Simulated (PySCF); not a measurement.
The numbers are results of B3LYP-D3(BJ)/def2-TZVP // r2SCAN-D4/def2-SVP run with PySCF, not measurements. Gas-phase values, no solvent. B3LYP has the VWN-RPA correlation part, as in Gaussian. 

Reference species: [Ti(Cl)4] (neutral, multiplicity 1).

```json
{
  "HOMO": "-9.34 eV",
  "mean_distance_from_the_central_atom_to_its_bonded_neighbours": "2.167 Å",
  "charge on the central atom (meta-Löwdin)": "1.14 e"
}
```

Changed species: [Ti(Cl)(H)3] (3 of 4 Cl replaced by H; the reference has 0 of 4 Cl replaced by H).

Predict the effect on the HOMO, mean distance from the central atom to its bonded neighbours and charge on the central atom (meta-Löwdin).

the HOMO increases by 0.50 eV, to -8.84 eV; the mean distance from the central atom to its bonded neighbours decreases by 0.362 Å, to 1.805 Å; the charge on the central atom (meta-Löwdin) falls by 0.10 e, to 1.04 e.
